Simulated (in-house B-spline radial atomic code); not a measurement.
Values are calculated unless marked as measured or tabulated.
Weak and strong correlation along the adiabatic connection

Two-electron singlets in several external potentials (atomic units), by full CI in B-splines with partial waves to l = 8 (correlation energies up to 0.6 % small). The repulsion is scaled by λ at fixed density; W(λ) is the mean repulsion less the Hartree energy, W(0) = E_x, and the area under W from 0 to 1 is E_xc.

One system gave this curve:

```tsv
λ	W (hartree)
0	-0.23513
0.02	-0.23753
0.05	-0.24093
0.12	-0.24802
0.25	-0.25863
0.4	-0.26783
0.6	-0.27669
0.8	-0.28308
1	-0.28788
1.4	-0.29464
2	-0.30098
3	-0.30713
4.5	-0.31228
7	-0.31696
10	-0.32016
```

(1) Which system is it?
A. empty sphere, radius 6.95 bohr
B. −Z exp(−kr)/r, Z = 1.89, k = 0.247
C. ω²r²/2 − Z/r, ω = 3.54, Z = 0.3
D. −Z exp(−kr)/r, Z = 9.97, k = 2.67

Results:

(1) A. The exchange energy sets the size: empty sphere, radius 6.95 bohr: E_x = -0.235, E_c = -0.034; −Z exp(−kr)/r, Z = 9.97, k = 2.67: E_x = -5.67, E_c = -0.0459; ω²r²/2 − Z/r, ω = 3.54, Z = 0.3: E_x = -1.5, E_c = -0.0444; −Z exp(−kr)/r, Z = 1.89, k = 0.247: E_x = -0.929, E_c = -0.0421 hartree.
